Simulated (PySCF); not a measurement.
C₆H₄Cl, SMILES Clc1cc[c]cc1, multiplicity 2.

Coordinates come from a PBE0-D3(BJ)/def2-SVP optimisation. The isomer is the one that the SMILES or the coordinates give; other isomers of the formula were not compared.

Level of theory: PBE/def2-TZVP (PySCF).

Gas-phase values at a fixed geometry.

```yaml
total_energy: -690.77102 hartree
point_group: C2v
"α spin, highest occupied and lowest empty level": -5.91 and -1.72 eV
"β spin, highest occupied and lowest empty level": -6.11 and -3.51 eV
dipole_moment: 0.132 e·Å
quadrupole, principal values (traceless, Buckingham form, about the centre of nuclear charge): -5.22, -3.82, 9.04 D·Å
mean_static_polarisability: 78.4 bohr³ (11.61 Å³)
polarisability_principal_values: 44.6, 85.8, 104.7 bohr³
"⟨S²⟩": 0.756 (pure state 0.75)
```
